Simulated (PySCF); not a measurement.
CF2, SMILES F[C]F (connectivity only; charge and spin as stated), neutral, multiplicity 1.

Geometry optimised at B3LYP-D3(BJ)/def2-TZVP. The isomer is the one that the SMILES or the coordinates give; other isomers of the formula were not compared.

All values below come from M06-2X/def2-TZVPD run with PySCF.

Symmetry labels are those of the subgroup C2v that the program uses (full group C2v).

Computed valence orbital energies around the gap with their symmetry:
| orbital | symmetry | energy (eV) |
|---|---|---|
| HOMO−7 | B2 | -38.47 |
| HOMO−6 | A1 | -22.28 |
| HOMO−5 | B2 | -19.13 |
| HOMO−4 | A1 | -18.03 |
| HOMO−3 | B1 | -17.96 |
| HOMO−2 | A2 | -15.78 |
| HOMO−1 | B2 | -15.27 |
| HOMO | A1 | -10.43 |
| LUMO | B1 | -1.20 |
| LUMO+1 | A1 | 0.69 |
| LUMO+2 | B2 | 1.47 |
| LUMO+3 | B1 | 1.92 |
